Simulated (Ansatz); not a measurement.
Relaxation of F2H5NO2Zr (11 atoms, charge 0, multiplicity 1), to a largest force component of 0.03 eV/Å in at most 50 steps.

Theory: RKS B3LYP-D4/def2-SVP (Ansatz 0.2.0).

```xyz
11
Properties=species:S:1:pos:R:3
Zr -0.181 0.056 0.068
O -0.172 0.123 2.083
H -0.582 0.275 2.938
F 1.608 0.152 -0.624
F -1.136 1.589 -0.567
O -1.094 -1.484 -0.612
H -1.597 -2.262 -0.860
N 1.629 -2.415 1.551
H 0.979 -2.905 0.937
H 2.327 -1.951 0.968
H 1.105 -1.684 2.070
```

Question: Where does it end, and by what steps?

Answer: It converged. After 14 steps the energy has fallen by 0.802 eV; N8 moved furthest, 0.60 Å. Joined: Zr1–N8 (3.40 → 2.46 Å).

| step | energy less start (eV) | largest force component (eV/Å) | accepted |
| --- | --- | --- | --- |
| 0 | 0.0000 | 1.724 | yes |
| 1 | -0.0968 | 0.476 | yes |
| 2 | -0.1259 | 0.518 | yes |
| 3 | -0.1165 | 0.906 | no |
| 4 | -0.1711 | 0.627 | yes |
| 5 | -0.1828 | 0.373 | yes |
| 6 | -0.2422 | 0.866 | yes |
| 7 | -0.4555 | 1.453 | yes |
| 8 | -0.7666 | 0.237 | yes |
| 9 | -0.7955 | 0.116 | yes |
| 10 | -0.8002 | 0.042 | yes |
| 11 | -0.8013 | 0.031 | yes |
| 12 | -0.8016 | 0.033 | yes |
| 13 | -0.8012 | 0.036 | no |
| 14 | -0.8017 | 0.002 | yes |

```xyz
11
Properties=species:S:1:pos:R:3
Zr -0.014 -0.208 0.270
O -0.277 0.147 2.181
H -0.805 0.676 2.785
F 1.712 0.239 -0.507
F -1.069 1.238 -0.461
O -0.992 -1.729 -0.489
H -1.804 -1.958 -0.949
N 1.382 -2.023 1.176
H 1.020 -2.933 0.886
H 2.352 -1.958 0.863
H 1.381 -1.998 2.197
```

Whether the end is a true minimum wasn't checked by a vibrational analysis.

Time of the run: 33 s on 4 threads of Arm Neoverse V2, on a shared host, peak memory 0.33 GiB.
